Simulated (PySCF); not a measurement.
Isomers of C4H3N. Gas-phase values, no solvent. Strings in code marks are SMILES.

The LUMO from two functionals at the same geometries (B3LYP-D3(BJ)/def2-TZVP), both in PySCF: PBE-D3(BJ)/def2-TZVP and B3LYP-D3(BJ)/def2-TZVP. B3LYP has the VWN-RPA correlation part, as in Gaussian. 

```
species      PBE-D3(BJ)/def2-TZVP (eV)  B3LYP-D3(BJ)/def2-TZVP (eV)
-----------  -------------------------  ---------------------------
`C(C#N)#CC`                      -2.06                        -1.33
`C#CCC#N`                        -0.94                        -0.16
`C#CC#CN`                        -1.33                        -0.61
`C#CN=C=C`                       -2.32                        -1.58
`C=C=CC#N`                       -2.36                        -1.63
`C=C=C=C=N`                      -2.76                        -2.08
```

Over these rows, drawn at random from the members with no instability flagged (it was tested for open shells, ions and some series alone), PBE minus B3LYP-D3(BJ): mean -0.73 eV, from -0.78 eV to -0.68 eV.
